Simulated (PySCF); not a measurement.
CH3ClF2Sn, SMILES [CH3][Sn]([F])([F])[Cl].

Geometry optimised at PBE-D3(BJ)/def2-SVP. The structure was generated by enumeration; whether it is a known compound was not checked. The def2 effective core potentials stand for the cores of Sn; spin–orbit coupling is left out.

Level of theory: PBE-D3(BJ)/def2-SVP run with PySCF.

Frequencies are harmonic and unscaled.

| mode | ν (cm⁻¹) | IR (km/mol) | moving atoms (share of kinetic energy) |
|---|---|---|---|
| 1 | 57 | 0.0 | H 99 % |
| 2 | 103 | 0.4 | C 40 %, Cl 25 %, H 19 %, F 9 % |
| 3 | 121 | 0.1 | F 54 %, C 27 %, H 14 % |
| 4 | 132 | 5.6 | F 40 %, Cl 26 %, Sn 21 % |
| 5 | 163 | 21.2 | F 69 %, Sn 14 %, Cl 9 % |
| 6 | 172 | 27.1 | F 75 %, Sn 18 % |
| 7 | 371 | 40.7 | Cl 76 %, Sn 20 % |
| 8 | 514 | 10.8 | C 69 %, H 16 %, Sn 11 % |
| 9 | 616 | 49.9 | F 85 %, Sn 13 % |
| 10 | 624 | 51.4 | F 84 %, Sn 16 % |
| 11 | 756 | 28.3 | H 83 %, C 15 % |
| 12 | 759 | 37.8 | H 83 %, C 15 % |
| 13 | 1147 | 0.9 | H 83 %, C 17 % |
| 14 | 1375 | 5.2 | H 95 % |
| 15 | 1375 | 5.5 | H 95 % |
| 16 | 3005 | 0.3 | H 98 % |
| 17 | 3137 | 1.7 | H 90 %, C 10 % |
| 18 | 3141 | 1.8 | H 90 %, C 10 % |
